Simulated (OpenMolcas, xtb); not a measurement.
# CH5Ge (SMILES [CH3][GeH2]): methods side by side

CH5Ge has 7 atoms, charge 0, and is taken as a doublet. SMILES: `[CH3][GeH2]`. The coordinates come from a PBE0-D4/def2-TZVP relaxation.

Each level gives the electronic atomisation energy (eV). The values are calculated. Electronic energies at fixed atoms, without zero-point motion or spin-orbit coupling.

```csv
level,kind,program,value (eV),CPU time (all runs)
GFN2-xTB,semi-empirical,xtb,26.63,under 2 s
UHF/def2-TZVP,Hartree–Fock,OpenMolcas,16.67,36 s
USVWN5/def2-TZVP,LDA,OpenMolcas,24.63,82 s
U-revPBE/def2-TZVP,GGA,OpenMolcas,21.36,1.7 min
UTPSS/def2-TZVP,meta-GGA,OpenMolcas,22.33,2.3 min
UPBE0/def2-TZVP,global hybrid,OpenMolcas,21.85,97 s
```

All-electron rows without a relativistic Hamiltonian named are non-relativistic. The values span 16.67 to 26.63 eV. The xTB rows lack spin polarisation, so open shells miss the exchange term that lowers them. CPU times are rough (shared hosts, several kinds of processor): they show what a rung costs within a factor of a few.
